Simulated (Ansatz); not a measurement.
Reaction (formal exchange of groups at a C–Sn bond): `N#[C][SnH]([F])[F]` + `[OH][AlH2]` → `N#[C][AlH][OH]` + `[F][SnH2][F]`

Isolated molecules relaxed with PBE0-D4/def2-TZVP in Ansatz; ΔE leaves out vibrations. CBS: MP2 limit from def2 TZ/QZ plus the TZ coupled-cluster correction, frozen cores. This one scheme is used for every species. DFT in def2-TZVPP. Elements past krypton have def2 core potentials. For Sn outer-core shells are correlated without core-valence functions, which leaves a few kJ/mol of doubt a bond. One conformer a species, not always the lowest.

`N#[C][SnH]([F])[F]`:

```xyz
6

N    -1.587    1.308   -1.679
C    -0.903    0.741   -0.947
Sn    0.267   -0.269    0.457
F     1.952    0.594    0.432
F     0.596   -1.978   -0.290
H    -0.325   -0.397    2.027
```

`[OH][AlH2]`:

Z-matrix (Å, degrees):
```
Al
O 1 1.696
H 1 1.585 2 119.7
H 1 1.577 2 116.0 3 -180.0
H 2 0.956 1 123.4 3 -0.0
```

`N#[C][AlH][OH]`:

```xyz
6

N    -0.564   -2.407   -1.289
C    -0.249   -1.452   -0.724
Al    0.352    0.102    0.250
O    -0.691    1.415    0.150
H     1.705    0.078    1.044
H    -0.554    2.264    0.568
```

`[F][SnH2][F]`:

Cartesian coordinates in Å:
```
F 1.501 -0.235 0.997
Sn -0.013 -0.039 -0.148
F -1.325 0.752 0.991
H -0.556 -1.597 -0.525
H 0.393 1.118 -1.315
```

Task: Is it downhill or uphill in electronic energy at CCSD(T)/CBS, and by how much? (Estimate.)

Result: Ansatz gave: Downhill: ΔE = -0.68 eV.

Task: What do these levels give: PBE, r2SCANh, RPA@PBE/def2-TZVPP, CCSD(T)/def2-SVP, MP2/def2-TZVPP, CCSD(T)/def2-TZVPP? (An estimate is asked.)

Result: Ansatz gave: PBE -0.71, r2SCANh -0.76, RPA@PBE/def2-TZVPP -0.64, CCSD(T)/def2-SVP -0.69, MP2/def2-TZVPP -0.67, CCSD(T)/def2-TZVPP -0.67 eV.

Largest T1 diagnostic among the species: 0.015.

Leaving LDA and LC-ωPBE aside and taking each functional with its dispersion term where it has one, the values, not all of them listed here, spread over 0.08 eV, from r2SCAN0-D4 to revPBE-D4. LDA lies −0.04 eV from PBE without D4. In def2-TZVPP, CCSD(T) changes the Hartree–Fock value by +0.07 eV (the triples alone add +0.02 eV) and MP2 by +0.07 eV.
